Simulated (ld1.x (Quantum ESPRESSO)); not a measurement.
The numbers below are computed, except where a source is named.
# Hardness and transferability of assorted potentials

Generated with ld1.x 7.5 (TM, RRKJ, ultrasoft, PAW), atompaw 4.2 or ONCVPSP 4.0.1. The cutoff is in Ry: for ld1.x and atompaw files where the sum of valence levels is converged to 10 mRy in a Bessel basis, for ONCV files where the hardest occupied wave has 1 mHa per electron of residual kinetic energy. The error is the largest all-electron minus pseudo excitation energy over each file’s own four to seven test configurations (ionisations up to +4, promotions, holes and added fractions of an electron), all of which were solved. The labels leave out finer settings (local radius, basis sizes, second energies), which also bear on the numbers. Spin-polarised tests are not counted. The rows are a selection from randomly drawn settings: files with unsolved tests, undetermined cutoffs or missed reference levels are left out.

A true bound ghost makes a file unfit for plane-wave use even where its test errors are small: the radial tests pick states by their node count and pass the ghost by.

| element | potential | cutoff (Ry) | largest error (meV) | bound ghosts |
| --- | --- | --- | --- | --- |
| Si | TM, PBEsol, non-relativistic, rc 1.24/1.62/1.20 (spd), local d, core correction no, reference 3s1.5 3p2.5 | 50 | +37 | s |
| P | RRKJ, Wu–Cohen, non-relativistic, rc 2.12/1.70 (sp), local smoothed, core correction yes, reference 3s2 3p3 | 25 | +90 | none |
| Hf | TM, PBE, scalar-relativistic, rc 2.20/3.00/2.24/2.40 (spdf), local smoothed, core correction no, reference 5d2 6s2 6p0 | 25 | +300 | f |
| Hf | TM, PBE, scalar-relativistic, rc 2.05/3.50/2.15 (spd), local p, core correction yes, reference 5d2 6s1.75 6p0.25 | 25 | -55 | none |
| Pb | TM, PBE, scalar-relativistic, rc 1.45/2.25/2.00 (spd), local p, core correction yes, reference 5d10 6s1.5 6p2.5 | 90 | -129 | none |

Task: Fill in the row for As: TM, PBE, scalar-relativistic, rc 1.45/1.75 (sp), local p, core correction no, reference 4s1 4p4.

Result: cutoff 25 Ry, largest error +36 meV, bound ghosts: none.

Task: Fill in the row for Sm: TM, PBE, non-relativistic, rc 4.05/3.95/3.65 (spd), local s, core correction no, reference 5d2 6s1 6p0.

Result: cutoff 12 Ry, largest error +444 meV, bound ghosts: none.
